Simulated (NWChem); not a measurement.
System: C2H6Sn, singlet; SMILES [CH3][Sn][CH3]

Input file for NWChem:

```
start job
memory heap 200 mb stack 900 mb global 1100 mb
geometry units angstroms
  Sn     0.023955    -0.012268     0.323804
  C      0.584629     1.548275    -1.214064
  H     -0.314629     1.974893    -1.659132
  H      1.163223     1.110032    -2.026423
  H      1.165626     2.374645    -0.804875
  C     -0.765291    -1.455654    -1.228128
  H      0.056419    -1.842514    -1.831358
  H     -1.454518    -0.960692    -1.911308
  H     -1.284454    -2.313725    -0.801438
end
basis spherical
  * library def2-svp
end
ecp
  Sn library def2-ecp
end
dft
  xc pbe0
  iterations 150
end
driver
  maxiter 120
end
task dft optimize
dft
  grid fine
  convergence energy 1d-8 density 1d-7
end
task dft freq numerical
```

Low-valent species are run as closed-shell singlets; no triplet was tried in these runs. def2 effective core potentials on Sn; no spin-orbit coupling.

The level has its own optimisation; frequencies are unscaled.

Give the results of this calculation. (PBE0/def2-SVP with def2 effective core potentials on Sn.) Quantities: r C–Sn (Å); highest harmonic frequency (cm⁻¹); lowest (cm⁻¹); zero-point energy (kcal/mol).

r C–Sn (Å): 2.207
highest harmonic frequency (cm⁻¹): 3175
lowest (cm⁻¹): 27
zero-point energy (kcal/mol): 43.6
